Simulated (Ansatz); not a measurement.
Born–Oppenheimer molecular dynamics of AlFH₅NOSi (10 atoms, charge 0, multiplicity 1). It starts from a relaxed structure.

Theory: Ansatz 0.2.0, RKS r2SCAN-D4/def2-SVP.

```
ensemble                      : NVE (velocity Verlet)
time step                     : 2.5 fs
steps asked                   : 40
starting velocities drawn for : 500 K
seed                          : 373414
```

First frame:

```xyz
10
Properties=species:S:1:pos:R:3
Al -0.063 0.206 -0.241
O -0.566 -0.231 1.310
Si -1.326 -0.552 2.735
H -2.385 -1.588 2.542
H -0.340 -1.064 3.735
H -1.960 0.684 3.285
N 1.582 -0.057 -0.792
H 2.323 -0.474 -0.240
H 1.927 0.189 -1.713
F -1.152 0.906 -1.283
```

What does the run give?

All steps were run.

| Item | Value |
| --- | --- |
| steps done | 40 |
| time covered | 100 fs |
| mean temperature over the second half | 27905 K |
| spread of the potential energy over the second half | 292.5 meV per atom |
| mean potential energy of the second half above the start | 1093.7 meV per atom |

The conserved energy changed by up to 13000 meV per atom, so the integration failed: the time step of 2.5 fs is too long for the fastest motions that this run met, and the later frames carry no physical meaning.

What happens to the structure?

Parted: N7–H8 1.01 → 29.94 Å, N7–H9 1.01 → 15.16 Å. It ends as AlFH3NOSi + H + H. Pairs count as bonded within 1.25 times the sum of covalent radii (0.12 Å more for H–H). The details hang on the random start.

How do temperature and energy run in time?


```csv
time (fs),T (K),potential energy less start (eV),conserved less start (meV/atom)
0,500,0.000,0.00
5,300,0.316,10.88
10,209,0.522,22.07
15,409,0.374,27.94
20,654,0.994,115.32
25,802,0.257,57.01
30,10791,5.331,1597.22
35,7905,8.117,1577.43
40,8024,8.325,1610.47
45,7991,8.200,1594.66
50,7860,8.066,1567.66
55,7663,8.230,1563.72
60,7719,8.352,1581.64
65,7715,8.519,1597.95
70,8137,9.172,1706.95
75,8106,12.020,1988.47
80,7586,12.513,1984.11
85,9904,10.200,1992.45
90,28963,15.826,4525.85
95,106483,15.248,12484.20
100,106068,15.673,12483.87
```

Run time: 3.2 min on 2 threads of Arm Neoverse V2, on a shared host, peak memory 0.22 GiB.
